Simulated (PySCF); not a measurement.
**Electron correlation in F²⁺ (fluorine, charge +2)**

[He] 2s2 2p2 3d1, one real determinant (an excited configuration). Calculation: PySCF 2.14, in aug-cc-pCVTZ-DK with one added diffuse shell each of s, p, d, f type (8s7p5d3f, 75 functions); the spin-free X2C one-electron Hamiltonian (Gaussian nucleus). Frozen: 1s2; 5 electrons correlated.

MP2 pair energies summed by pair of shells (mhartree):

```csv
pair,energy,share (%)
2s-2p,-49.48,39.0
2s-3d,-41.94,33.1
2s-2s,-24.62,19.4
2p-2p,-7.99,6.3
2p-3d,-2.79,2.2
```

Total MP2 correlation energy: -126.82 mhartree.

Same-spin part -18.75 and opposite-spin part -108.06 mhartree; SCS-MP2 scales them by 1/3 and 6/5 to -135.93 mhartree.

The reference is one real determinant that mixes LS terms of this configuration.
